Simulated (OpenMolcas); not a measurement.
Ar4+: effect of the IPEA shift

| Quantity | Value |
| --- | --- |
| Program | OpenMolcas 26.06 |
| Basis | ANO-RCC-VTZP [5s4p2d1f] |
| Scalar Hamiltonian | DKH2, point nucleus |
| Active space | 4 electrons in 9 orbitals (RAS2 3s 3p; RAS3 3d, at most 2 electrons) |
| State averaging | 2S+1 = 3 even, 6 roots; 2S+1 = 1 even, 12 roots; 2S+1 = 5 odd, 1 root; 2S+1 = 3 odd, 9 roots; 2S+1 = 1 odd, 8 roots |
| Spin-orbit coupling | state interaction with AMFI integrals over the reference wave functions, term energies averaged over their components |

Methods on the same reference wave functions:
A. RASSCF
B. MS-RASPT2, IPEA 0 Eh, imaginary shift 0.1 Eh (closed shells correlated: 2s 2p)
C. MS-RASPT2, IPEA 0.25 Eh, imaginary shift 0.1 Eh (closed shells correlated: 2s 2p)

Energies in cm-1 above 3s2 3p2 3P0, the measured ground level; measured values from Saloman, J. Phys. Chem. Ref. Data 39, 033101 (2010).

```csv
Level,A,B,C,Measured
3s2 3p2 3P0,0.0,0.0,0.0,0.0
3s2 3p2 3P1,676,683,683,763
3s2 3p2 3P2,1842,1846,1845,2029
3s2 3p2 1D2,18651,16700,16720,16299
3s2 3p2 1S0,41291,38630,38720,37912
3s 3p3 5S* 2,81150,83810,83800,
3s 3p3 3D* 1,122642,122510,122570,121629
3s 3p3 3D* 2,122665,122540,122590,121675
3s 3p3 3D* 3,122759,122630,122690,121803
3s 3p3 3P* 2,143994,143110,143200,141763
3s 3p3 3P* 1,144010,143120,143220,141770
3s 3p3 3P* 0,144011,143120,143220,141893
3s 3p3 1D* 2,162565,160610,160690,154211
```

Deviations, from unrounded energies. A percentage is the sum of absolute deviations over the sum of measured energies, with the sign that they share, or ± where signs differ.

```json
{"Against measurement": "mean absolute deviation (cm-1)", "Levels": "11", "A": "2200", "B": "1300", "C": "1400"}
{"Against measurement": "fine structure of the ground term (%)", "Levels": "2", "A": "-9.8", "B": "-9.4", "C": "-9.5"}
{"Against measurement": "other terms of the ground configuration (%)", "Levels": "2", "A": "+10.6", "B": "+2.1", "C": "+2.3"}
{"Against measurement": "other configurations (%)", "Levels": "7", "A": "+1.9", "B": "+1.4", "C": "+1.4"}
```

B, C lie about equally close to measurement and A furthest from it. The largest miss of B in the table is 3s 3p3 1D* 2, by +6400 cm-1. The ranking rests on the paired levels alone, and a cruder setting can come out closer through cancelling errors.

Between B and C the level of the table that moves most is 3s 3p3 3P* 0, by 96 cm-1 (lowest in B, highest in C). Moves below CASPT2's spread within the term are not significant.

From A to B the spin-free energies of the other terms of 3s2 3p2 shown, above 3P, scale by factors of 0.89 to 0.93.

The lowest spin-free term lies below A's lowest term by 0.049 hartree in B, 0.048 hartree in C.

CASPT2 breaks the degeneracy within a term, and the mean is taken; among the terms shown or strongly mixed into the levels shown the widest spread is 21 cm-1 (3s 3p3 3D*, C). Configurations are named by rounded mean occupations; where the s occupation lies near a half they are strongly mixed, a name can repeat and a true partner stay unpaired. Some terms take much of their weight from 3d, a shell meant for correlation, so their names are nominal. Some terms mix strongly with configurations of 3d, whose occupation reaches 0.44 (3s 3p3 1D*). Computed and measured levels are paired by configuration, term and J; levels that our copy of the source lacks, or whose pairing is in doubt (as where it misses far off the trend of its configuration), stay unpaired and out of the deviations. Levels of configurations outside the active space are missing. Levels that lie high or do not pair safely by name in every column are left out.

* marks odd parity.
